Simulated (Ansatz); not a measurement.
Stepwise substitution at one centre (Al SH-H). All species are isolated molecules in the gas phase. One relaxed conformer stands for each flexible species; it need not be the lowest. Strings in code marks are SMILES.

Quantity: vertical ionisation energy (energy after one electron is removed minus that of the parent at the parent's geometry), in eV.

A: `[SH][Al]([SH])[SH]`
B: `[AlH3]`
C: `[AlH2][SH]`

Q: Order them by vertical ionisation energy (energy after one electron is removed minus that of the parent at the parent's geometry) (lowest first) at the level frozen-core MP2/cc-pVTZ // TPSSh-D3(BJ)/def2-TZVP (Ansatz, a program for electronic structure).

A: A (10.16 eV), C (10.24 eV), B (11.44 eV)
